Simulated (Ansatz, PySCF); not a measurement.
Gas-phase reaction (SMILES): CSB(C)C → C[B]SC + [CH3] (CH3); the B-C bond at the site shown breaks (other sites are not compared here).

Structures are relaxed separately at B3LYP-D3(BJ)/def2-TZVP in Ansatz (an electronic-structure program), one conformer each, not searched for the lowest. Correlated levels leave the core frozen unless marked. Open shells are spin-unrestricted. Spin-orbit coupling is left out. No relativistic terms. CBS(X,Y): correlation extrapolated as X^-3; Hartree-Fock from the larger set. Thermal terms are rigid-rotor harmonic-oscillator values from B3LYP-D3(BJ) frequencies (Ansatz or PySCF) at 298.15 K and 1 atm. 1 Eh = 627.5095 kcal/mol.

| species | E, CCSD(T)/CBS(cc-pV(T+d)Z,cc-pV(Q+d)Z) (Ansatz) (Eh) | E, wB97X-V/def2-TZVPD (Ansatz) (Eh) | H - E (Eh) |
|---|---|---|---|
| CSB(C)C | -542.18125 | -542.78950 | 0.12535 |
| C[B]SC | -502.23429 | -502.78311 | 0.08491 |
| [CH3] (CH3) | -39.77878 | -39.83594 | 0.03371 |

Task: Work out ΔE and ΔH at 298.15 K at the first level, then ΔH at the second.

Result: 
1. ΔE = [(-502.23429) + (-39.77878)] - [(-542.18125)] = 0.16818 Eh = 105.5 kcal/mol at CCSD(T)/CBS(cc-pV(T+d)Z,cc-pV(Q+d)Z).
2. The terms H - E add up to -0.00673 Eh, so ΔH = (0.16818 + (-0.00673))×627.5095 = 101.3 kcal/mol.
3. At wB97X-V/def2-TZVPD the same steps give ΔE = 107.0 and ΔH = 102.7 kcal/mol, a shift of +1.4 from the first level.
4. These values are not checked against measurement here, since the tables used lack a sound gas-phase enthalpy of formation for at least one species.
